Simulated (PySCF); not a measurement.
# Spin-rotation constants: `C[C@@H](O)[C@H](F)Br`, C3H6BrFO

Geometry:
```
atom   x (Å)   y (Å)   z (Å)
  C1  -1.294   0.311   0.046
  C2   0.034  -0.307   0.437
  O3   0.045  -1.696   0.238
  C4   1.227   0.291  -0.304
  F5   2.362  -0.317   0.082
 Br6   1.402   2.209   0.031
  H7  -2.101  -0.223   0.568
  H8  -1.350   1.377   0.305
  H9  -1.467   0.217  -1.040
 H10   0.224  -0.153   1.512
 H11  -0.284  -1.876  -0.650
 H12   1.120   0.196  -1.398
```

Level of theory: GIAO CAM-B3LYP/pcSseg-1 magnetisability, rotational g tensor and spin-rotation constants, non-relativistic, gas phase (PySCF). Geometry: PBE0-D3(BJ)/def2-SVP.

The calculation is non-relativistic, which matters for the atoms heavier than Zn.

Q: Give the nuclear spin-rotation constants along the inertial axes (H = +C I·J) beside the isotropic shieldings.

A: Rotational constants 3.8678, 1.4087, 1.0746 GHz. A star marks the isotopologue with that one atom substituted, in its own axes.
| atom | isotope | Caa (kHz) | Cbb (kHz) | Ccc (kHz) | mean (kHz) | σ (ppm) |
| --- | --- | --- | --- | --- | --- | --- |
| F5 | 19F | 1.844 | 1.376 | 0.931 | 1.383 | 336.7 |
| Br6 | 79Br | 2.553 | 2.614 | 2.737 | 2.635 | 2018.4 |
| H7 | 1H | -0.120 | -0.102 | -0.098 | -0.107 | 29.9 |
| H8 | 1H | -0.068 | -0.099 | -0.108 | -0.092 | 29.5 |
| H9 | 1H | -0.469 | -0.152 | 0.018 | -0.201 | 30.8 |
| H10 | 1H | -0.426 | -0.147 | 0.067 | -0.169 | 27.6 |
| H11 | 1H | -0.450 | -0.190 | -0.017 | -0.219 | 31.8 |
| H12 | 1H | -0.382 | -0.153 | 0.085 | -0.150 | 25.7 |
| C1 | 13C* | 0.588 | 0.190 | 0.184 | 0.321 | 160.6 |
| C2 | 13C* | 0.762 | 0.355 | 0.272 | 0.463 | 107.0 |
| O3 | 17O* | -0.501 | -0.153 | -0.078 | -0.244 | 269.4 |
| C4 | 13C* | 1.144 | 0.339 | 0.356 | 0.613 | 70.1 |

For the geometry as given, no vibrational averaging.

Q: How do the rotational constants and the g tensor change when H7, H8, H9, H10, H11, H12 are replaced by deuterium?

A: Constants 3.3447, 1.3127, 1.0026 GHz; g -0.0101, -0.0038, -0.0089, against -0.0105, -0.0043, -0.0094 before.
